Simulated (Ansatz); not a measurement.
Ansatz (a quantum-chemistry and plane-wave program) input (PBE/6-311+G**): The .json file is the Basis Set Exchange's 6-311+G**.

Ansatz 0.2 input:
```yaml
crystal:
  periodic: [false, false, false]
  atoms:
    - {symbol: F, position_ang: [-2.09157700, -0.92928400, 0.51700900]}
    - {symbol: C, position_ang: [-0.85861900, -0.35407400, 0.20328600]}
    - {symbol: C, position_ang: [-0.74540700, 0.93544500, -0.22945100]}
    - {symbol: S, position_ang: [0.95884000, 1.11923800, -0.46343300]}
    - {symbol: C, position_ang: [1.43304300, -0.48923200, 0.01352200]}
    - {symbol: C, position_ang: [0.29690100, -1.17438400, 0.35327200]}
    - {symbol: H, position_ang: [2.45347300, -0.84657900, 0.02608300]}
    - {symbol: H, position_ang: [0.27377100, -2.20419600, 0.69198900]}
basis:
  gaussian:
    orbitals: 6-311+G__.json
hamiltonian:
  xc: {name: PBE}
total_charge: -1
output: {forces: true}
```

Output:

```
Functional definition: PBE
integrals: 0.09 GiB planned
1253 factors; their error is unknown
mean field: 0.55 GiB planned
mean field evaluation 1: about -17707.0743 eV, gradient 7.9e1 eV
mean field evaluation 2: about -17591.9900 eV, gradient 1.8e2 eV
mean field evaluation 4: about -17718.1569 eV, gradient 3.7e1 eV
mean field evaluation 8: about -17721.7436 eV, gradient 1.1e0 eV
mean field evaluation 16: about -17721.7096 eV, gradient 9.8e-4 eV
mean field -17721.70956673 eV, -651.2608143710 hartree, gradient 4.4e-5 eV, S^2 0.000000; 0 other end points of the search recorded, 0 dependent functions left out
the calculation of the forces begins
reference -17721.70962110 eV, -651.2608163690 hartree; 26, 26 occupied and 127, 127 virtual orbitals, 1253 factors
Total energy: -17721.70962110 eV, -651.2608163690 hartree
Atom 0 at    -2.091577    -0.929284     0.517009 Å, force    -0.419095    -0.156469     0.093883 eV/Å
Atom 1 at    -0.858619    -0.354074     0.203286 Å, force     0.119506    -0.135132     0.031939 eV/Å
Atom 2 at    -0.745407     0.935445    -0.229451 Å, force    -0.292660     0.464123    -0.121720 eV/Å
Atom 3 at     0.958840     1.119238    -0.463433 Å, force     0.176592     0.448583    -0.164541 eV/Å
Atom 4 at     1.433043    -0.489232     0.013522 Å, force     0.287372    -0.043702    -0.015058 eV/Å
Atom 5 at     0.296901    -1.174384     0.353272 Å, force    -0.249755    -0.149920     0.074459 eV/Å
Atom 6 at     2.453473    -0.846579     0.026083 Å, force     0.365828    -0.099170    -0.004949 eV/Å
Atom 7 at     0.273771    -2.204196     0.691989 Å, force     0.012212    -0.328313     0.105987 eV/Å
Dipole moment:     0.662510    -0.569075     0.118249 e Å
```

The dipole moment of an ion depends on the origin.

The geometry given is a B3LYP-D3(BJ)/def2-TZVP minimum.
